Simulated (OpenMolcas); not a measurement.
Consider [Cu2(μ-OH)2(F)4]2-, a planar model complex in vacuum (2 bridging OH, bridge angle 90°, metal-metal distance 2.76 Å, Cu–OH 1.95 Å; typed geometry, not optimised).

```xyz
10

Cu    -1.3817     0.0000     0.0000
Cu     1.3817     0.0000     0.0000
O      0.0000     1.3817     0.0000
H      0.0000     2.3417     0.0000
O      0.0000    -1.3817     0.0000
H      0.0000    -2.3417     0.0000
F     -2.7181     1.3364     0.0000
F     -2.7181    -1.3364     0.0000
F      2.7181     1.3364     0.0000
F      2.7181    -1.3364     0.0000
```

### Question
Give the energies of the total-spin states at CASSCF(2,2) on the singly occupied d orbitals (ANO-RCC-VDZP on Cu, O, F and ANO-RCC-VDZ on H, scalar-relativistic DKH2, RICD, no spin-orbit coupling, OpenMolcas), and the exchange constant.

### Answer
Local spins 1/2 and 1/2.

| total S | E (cm⁻¹) | natural occupations, lowest and highest |
|---|---|---|
| 1 | 0.0 | 1.000, 1.000 |
| 0 | 23.6 | 0.999, 1.001 |

J = 11.8 cm⁻¹ (ferromagnetic).

J is defined by H = −2J S1·S2, so negative values are antiferromagnetic. Wave-function values come from the highest and lowest total spin; broken-symmetry values use Yamaguchi's formula with the computed ⟨S²⟩. The active space holds the singly occupied metal orbitals alone, without bridging-ligand orbitals. No row is a measured value.
